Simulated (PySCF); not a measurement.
## Finite-field polarisability of Zn (zinc, neutral)

[Ar] 3d10 4s2, closed-shell 1S. All numbers are calculated (PySCF 2.14, scalar relativity through the core potential, in aug-cc-pVTZ-PP with ECP10MDF). Frozen: 3s2 3p6. Energy changes in a uniform field (μhartree):

| axis | F (au) | HF | MP2 | CCSD | CCSD(T) |
| --- | --- | --- | --- | --- | --- |
| x | 0.002 | -101.553 | -71.986 | -79.667 | -76.953 |
| x | 0.004 | -406.458 | -288.066 | -318.815 | -307.949 |

(1) Derive α along x at CCSD(T) from the two fields.

(2) And the mean polarisability at each level?

Results:

(1) With ΔE = −αF²/2 − γF⁴/24, α = −(16 ΔE(F) − ΔE(2F))/(6F²) = 38.47 bohr³.

(2) HF 50.77, MP2 35.99, CCSD 39.83, CCSD(T) 38.47 bohr³. Reference: 38.67 ± 0.3 bohr³ (recommended; Schwerdtfeger and Nagle, table of static dipole polarizabilities (2023 update)).
